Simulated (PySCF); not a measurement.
Compound: C10H15Cl.
Cartesian coordinates in Å at the PBE0-D3(BJ)/def2-SVP level; atoms count from 1:
```
atom  x, y, z in Å
Cl1   -2.9043   -3.1405    1.8805
C2    -2.1990   -2.1597    0.5373
C3    -2.1538   -0.6770    0.9059
C4    -1.6841    0.0961   -0.3343
C5    -0.2859   -0.3775   -0.7416
C6     0.6905   -0.1426    0.4158
C7     0.2243   -0.9196    1.6514
C8    -1.1738   -0.4437    2.0587
C9     0.1720   -2.4157    1.3254
C10   -0.8014   -2.6576    0.1688
C11   -0.3396   -1.8730   -1.0673
H12   -2.8887   -2.3171   -0.3049
H13   -3.1657   -0.3507    1.1940
H14   -1.6735    1.1756   -0.1098
H15   -2.3938   -0.0494   -1.1665
H16    0.0486    0.1822   -1.6305
H17    0.7526    0.9348    0.6452
H18    1.7043   -0.4664    0.1247
H19    0.9274   -0.7487    2.4832
H20   -1.5180   -0.9829    2.9549
H21   -1.1543    0.6294    2.3118
H22   -0.1487   -2.9904    2.2080
H23    1.1736   -2.7818    1.0444
H24   -0.8563   -3.7326   -0.0647
H25   -1.0241   -2.0552   -1.9132
H26    0.6549   -2.2338   -1.3784
```

NICS is the negative of the GIAO shielding at a point without a nucleus: at the ring centre (0) and 1 Å above and below it (1); zz is the component along the ring normal. Level: GIAO PBE0/pcSseg-1 (PySCF, non-relativistic, gas phase) on the PBE0-D3(BJ)/def2-SVP geometry, one conformer.

Ring bond lengths (Å), with Mayer bond orders in brackets: C2–C3 1.529 (0.96), C3–C4 1.535 (1.00), C4–C5 1.531 (1.01), C5–C11 1.532 (1.01), C11–C10 1.535 (1.00), C10–C2 1.529 (0.96); C2–C3 1.529 (0.96), C3–C8 1.531 (1.00), C8–C7 1.532 (1.00), C7–C9 1.532 (1.00), C9–C10 1.531 (1.00), C10–C2 1.529 (0.96); C3–C4 1.535 (1.00), C4–C5 1.531 (1.01), C5–C6 1.532 (1.00), C6–C7 1.532 (1.00), C7–C8 1.532 (1.00), C8–C3 1.531 (1.00).

Task: What do the NICS probes read (ppm)?

Result: 
```json
{"ring": "C2–C3–C4–C5–C11–C10", "type": "6-membered carbocycle; formal bonds all single", "NICS(0)": "-2.7", "NICS(1), two faces": "-1.7 / -2.6", "NICS(1)zz, two faces": "-8.2 / 1.2", "rms pucker (Å)": "0.26", "centre to ring atoms, mean (Å)": "1.46"}
{"ring": "C2–C3–C8–C7–C9–C10", "type": "6-membered carbocycle; formal bonds all single", "NICS(0)": "-1.6", "NICS(1), two faces": "-1.9 / -2.3", "NICS(1)zz, two faces": "-9.4 / 1.5", "rms pucker (Å)": "0.25", "centre to ring atoms, mean (Å)": "1.47"}
{"ring": "C3–C4–C5–C6–C7–C8", "type": "6-membered carbocycle; formal bonds all single", "NICS(0)": "-1.7", "NICS(1), two faces": "-1.8 / -1.4", "NICS(1)zz, two faces": "-8.3 / 1.9", "rms pucker (Å)": "0.25", "centre to ring atoms, mean (Å)": "1.47"}
```

Task: What can be read from them?

Result: 
- C2–C3–C4–C5–C11–C10: mean NICS(1)zz -3.5 ppm, shielded. C2, C3, C4, C5, C10, C11 have four or more neighbours, so the value isn't read as a sign of a π ring current. The two faces differ by 9.4 ppm, so no symmetry operation interchanges them.
- C2–C3–C8–C7–C9–C10: mean NICS(1)zz -4.0 ppm, shielded. C2, C3, C7, C8, C9, C10 have four or more neighbours; no verdict on aromaticity is drawn. The two faces differ by 10.9 ppm, so no symmetry operation interchanges them.
- C3–C4–C5–C6–C7–C8: mean NICS(1)zz -3.2 ppm, shielded. C3, C4, C5, C6, C7, C8 have four or more neighbours, so the value isn't read as a sign of a π ring current. The two faces differ by 10.2 ppm, so no symmetry operation interchanges them.

Task: What is the mean of the two in-plane components of NICS at the first NICS(1) probe listed for ring C2–C3–C8–C7–C9–C10, 1 Å off the ring?

Result: The isotropic value is a third of the trace: (3 × -1.9 − (-9.4))/2 = 1.9 ppm.

Task: How shielded are the nuclei of the rings and their hydrogens (means over atoms taken as equivalent)?

Result: 
```csv
atoms,environment,σ isotropic (ppm),"principal values of the symmetric part, first atom (ppm)"
C2,sp3 C–Cl carbon,111.6,"78.4, 109.0, 147.4"
C3 (×2),sp3 carbon at a ring junction,146.6,"132.7, 152.4, 154.6"
C4 (×2),ring CH2 carbon,143.8,"138.7, 145.5, 147.4"
C5,sp3 carbon at a ring junction,155.5,"150.2, 153.3, 163.0"
C6,ring CH2 carbon,144.2,"139.8, 144.0, 149.0"
C7,sp3 carbon at a ring junction,154.9,"150.9, 152.1, 161.7"
C8 (×2),ring CH2 carbon,151.4,"142.0, 152.5, 159.9"
H12,methine hydrogen,27.30,"21.4, 29.3, 31.2"
H13 (×2),methine hydrogen,29.59,"24.9, 27.7, 36.2"
H14 (×2),methylene hydrogen,29.45,"25.9, 26.6, 35.8"
H15 (×2),methylene hydrogen,29.64,"26.0, 27.2, 35.7"
H16,methine hydrogen,29.82,"25.8, 26.0, 37.6"
H17 (×2),methylene hydrogen,29.64,"26.3, 26.8, 35.8"
H19,methine hydrogen,29.79,"25.8, 26.2, 37.4"
```

The list is cut; further classes of hydrogen are left out.

Task: How do the values depend on the level or the medium?

Result: 
```csv
level,"NICS(0), C2–C3–C4–C5–C11–C10","mean NICS(1)zz, C2–C3–C4–C5–C11–C10","NICS(0), C2–C3–C8–C7–C9–C10","mean NICS(1)zz, C2–C3–C8–C7–C9–C10","NICS(0), C3–C4–C5–C6–C7–C8","mean NICS(1)zz, C3–C4–C5–C6–C7–C8"
"PBE0/pcSseg-1, gas",-2.7,-3.5,-1.6,-4.0,-1.7,-3.2
"WP04/pcSseg-1, gas",-2.8,-3.4,-1.7,-4.0,-1.8,-3.2
```

The geometry is the same throughout.
